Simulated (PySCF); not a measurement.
# Two-component Hartree-Fock for N³⁺ (nitrogen, charge +3)

Start: [He] 2s1 2p1; 2s1/2 filled at m_j = +1/2; 2p3/2 filled at m_j = +3/2. Calculated with PySCF 2.14 in x2c-SVPall-2c with one added diffuse shell of s type (4s2p1d, 15 functions): generalised Hartree-Fock with the X2C-1e Hamiltonian and a Gaussian nucleus; one run each with spin-orbit coupling (SO) switched off, then screened by Boettger's factors. This is a chosen level, not necessarily the ground level.

| spinor shell | electrons | ε, spin-free (eV) | ε, screened SO (eV) | weight of nominal j (screened SO) | rms radius, screened SO (bohr) |
| --- | --- | --- | --- | --- | --- |
| 1s1/2 | 2 | -491.53 | -491.53 | 1.000 | 0.264 |
| 2s1/2 | 1 | -78.477 | -78.478 | 1.000 | 1.21 |
| 2p3/2 | 1 | -69.036 | -69.028 | 1.000 | 1.14 |

| quantity | spin-free | screened SO |
| --- | --- | --- |
| E (hartree) | -50.82022 | -50.81989 |
| M_J | 2 | 2 |
| ⟨J²⟩ | 6.001 | 6.001 |
| ⟨L²⟩ | 2.001 | 2.001 |
| ⟨S²⟩ | 2.000 | 2.000 |

Each row is a mean over spinors that exchange with the open shell spreads, by up to 3.868 eV (1s1/2).

Without spin-orbit coupling the j labels of p, d and f shells carry no meaning; the spin-free column gives the mean over the occupied spinors of each nl shell.
